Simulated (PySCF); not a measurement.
# Stationary points of GaCl₄⁻

Method: PySCF, B3LYP, basis Ga def2-SVPD, Cl def2-SVPD (no relativity, density fitting).

Relaxations began from a few typed shapes. The search is not exhaustive: other isomers or separated fragments can lie lower, and high-lying points may rest on an excited occupation.

```
   spin  group               bonds                                     angles  imaginary modes (cm⁻¹)  ΔE (kJ/mol)  ΔE with ZPE (kJ/mol)
singlet     Td  Ga–Cl 2.238 Å (×4)                       Cl–Ga–Cl 109.5° (×6)                    none          0.0                   0.0
singlet    D4h  Ga–Cl 2.297 Å (×4)  Cl–Ga–Cl 90.0° (×4), Cl–Ga–Cl 180.0° (×2)                     92i        157.0                     –
```

The lowest minimum found is the singlet Td: Ga–Cl 2.238 Å (×4); Cl–Ga–Cl 109.5° (×6).

Counting electrons, gallium keeps none of its valence electrons outside its bonds, so the VSEPR class is AX4 and the expected shape is tetrahedral (Td), as computed.

For the lowest minimum: the lowest empty level of this anion is unbound, so it and the gap depend on the basis.
